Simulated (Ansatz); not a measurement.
C₃H₃F₂InO₂, SMILES `[F][In-]1([F])[O]C=CC=[O+]1`, 11 atoms. Charge 0, multiplicity 1. Correlated methods include outer-core shells of In, which these sets cover unevenly. In: def2 effective core potential. All runs use 8 threads of an Arm Neoverse V1 on a shared host. Correlated methods freeze the cores.

How many basis functions does each run have, and how long does it take in Ansatz? RKS PBE0-D4/def2-TZVP relaxation (6 steps); RHF-MP2/def2-TZVPP energy; RHF-CCSD(T)/def2-SVP energy; RKS PBE0-D4/def2-TZVPP energy; direct RPA on PBE orbitals/def2-TZVPP energy; RKS revPBE-D4/def2-TZVPP energy; RKS ωB97X-V/def2-TZVPP energy; RKS PBE0-D4/def2-SVP energy; RKS PBE0-D4/def2-TZVP frequencies; RKS ωB97M-V/def2-QZVPP energy; RKS ωB97M-V/def2-SVP energy; RHF-MP2/def2-QZVPP energy. (Estimate.)

Ansatz gave: Other jobs shared the machine, so times are rough.

```json
{"level": "RKS PBE0-D4/def2-SVP", "job": "energy", "functions": "139", "wall time": "1.8 s", "peak host memory (GiB)": "0.41"}
{"level": "RKS revPBE-D4/def2-TZVPP", "job": "energy", "functions": "309", "wall time": "3.6 s", "peak host memory (GiB)": "0.5"}
{"level": "RKS ωB97M-V/def2-SVP", "job": "energy", "functions": "139", "wall time": "6.5 s", "peak host memory (GiB)": "0.59"}
{"level": "RKS PBE0-D4/def2-TZVPP", "job": "energy", "functions": "309", "wall time": "7.5 s", "peak host memory (GiB)": "1.1"}
{"level": "RHF-MP2/def2-TZVPP", "job": "energy", "functions": "309", "wall time": "10 s", "peak host memory (GiB)": "1.1"}
{"level": "direct RPA on PBE orbitals/def2-TZVPP", "job": "energy", "functions": "309", "wall time": "12 s", "peak host memory (GiB)": "1.1"}
{"level": "RKS ωB97X-V/def2-TZVPP", "job": "energy", "functions": "309", "wall time": "13 s", "peak host memory (GiB)": "1.3"}
{"level": "RKS ωB97M-V/def2-QZVPP", "job": "energy", "functions": "571", "wall time": "31 s", "peak host memory (GiB)": "3.3"}
{"level": "RHF-CCSD(T)/def2-SVP", "job": "energy", "functions": "139", "wall time": "31 s", "peak host memory (GiB)": "1.3"}
{"level": "RKS PBE0-D4/def2-TZVP", "job": "relaxation (6 steps)", "functions": "285", "wall time": "39 s", "peak host memory (GiB)": "1.1"}
{"level": "RHF-MP2/def2-QZVPP", "job": "energy", "functions": "571", "wall time": "49 s", "peak host memory (GiB)": "4.7"}
{"level": "RKS PBE0-D4/def2-TZVP", "job": "frequencies", "functions": "285", "wall time": "4.5 min", "peak host memory (GiB)": "1.1"}
```
